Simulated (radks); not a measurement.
Spherical quantum dot in the effective-mass picture: electrons in a parabolic well V = omega^2 r^2 / 2 with omega = 0.103, all in effective atomic units (hartree* = m*/eps^2 hartree, bohr* = eps/m* bohr), one dielectric constant everywhere. Method: non-relativistic Kohn-Sham, PBEsol, spin-polarised, spherical densities; computed with a radial shooting solver with Libxc functionals. Levels are named by radial order and angular momentum (1s, 1p, 1d, 2s, ...), and open shells are averaged over m. Results are scaled to m* = 0.092 and eps = 17.3, for which hartree* = 8.365 meV and bohr* = 9.951 nm.

N = 5, configuration 1s2 1p(up 3, down 0). This is the lowest configuration that the search found. Occupied levels:

level,occupation,eigenvalue (meV),<r> (nm)
1s up,1,7.0077,53.46
1s down,1,7.2135,49.76
1p up,3,7.3823,62.01

Energy (meV): total 21.8111, kinetic 2.6166, external 8.2784, Hartree 16.120, exchange-correlation -5.2038.

Electron density:

r (nm),n(r) (e/nm^3)
5.49,2.726e-06
14.6,2.895e-06
23.8,3.151e-06
33.0,3.358e-06
42.1,3.339e-06
51.3,2.966e-06
60.5,2.270e-06
69.6,1.448e-06
78.8,7.402e-07
88.0,2.973e-07
97.1,9.768e-08
106,2.679e-08
115,6.027e-09
